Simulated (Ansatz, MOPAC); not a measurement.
Gas-phase reaction in SMILES: C[Si](C)(N)N → C[Si](C)([NH])N + H atom (the H-N bond breaks)

Wanted: bond dissociation energy (enthalpy at 298 K), in kcal/mol. Set-up: dispersion terms only where a functional's name holds one; valence correlation only; non-relativistic; no spin-orbit coupling; 6-31G* and kin with 6d, 5d where marked; open shells spin-unrestricted. CBS(X,Y): correlation extrapolated as X^-3; Hartree-Fock from the larger set. First-principles rows: single points at B3LYP-D3(BJ) geometries (Ansatz, a quantum-chemistry and plane-wave program), with unscaled harmonic terms from B3LYP/6-31G* (Ansatz) at its own minima. Semi-empirical rows: MOPAC heats of formation at their own minima for 298 K.

| species | coefficient | E at B3LYP/6-31G* (Ansatz), Eh | E at PBE/def2-TZVPD (Ansatz), Eh | H(298 K) - E, kcal/mol | heat of formation at PM6 (MOPAC), kcal/mol |
|---|---|---|---|---|---|
| C[Si](C)(N)N | -1 | -481.30520 | -481.00338 | 85.84 | -55.43 |
| C[Si](C)([NH])N | +1 | -480.62715 | -480.32304 | 77.18 | -4.96 |
| H atom | +1 | -0.50027 | -0.49962 | 1.48 | 52.10 |

Coupled cluster (Ansatz) is a level with limits of its own, used here on species with T1 under 0.025 (0.045 for open shells) and stable references: CCSD(T)/CBS(cc-pV(T+d)Z,cc-pV(Q+d)Z). Value to compare with, CCSD(T)/CBS(cc-pV(T+d)Z,cc-pV(Q+d)Z) (Ansatz): 112.0 kcal/mol. 1 Eh = 627.5095 kcal/mol.

Work the quantity out at each level, and compare with CCSD(T)/CBS(cc-pV(T+d)Z,cc-pV(Q+d)Z) (Ansatz).


- B3LYP/6-31G*: the sum of coefficient times E is 0.17778 Eh, or 111.56 kcal/mol; the thermal terms add -7.18. Result: 104.4 kcal/mol. Its difference against CCSD(T)/CBS(cc-pV(T+d)Z,cc-pV(Q+d)Z) (Ansatz) is -7.6 kcal/mol.
- PBE/def2-TZVPD: the sum of coefficient times E is 0.18072 Eh, or 113.40 kcal/mol; the thermal terms add -7.18. Result: 106.2 kcal/mol. Its difference against CCSD(T)/CBS(cc-pV(T+d)Z,cc-pV(Q+d)Z) (Ansatz) is -5.8 kcal/mol.
- PM6: the sum of coefficient times heat of formation is 102.57 kcal/mol; it needs no thermal term. Its difference against CCSD(T)/CBS(cc-pV(T+d)Z,cc-pV(Q+d)Z) (Ansatz) is -9.4 kcal/mol.
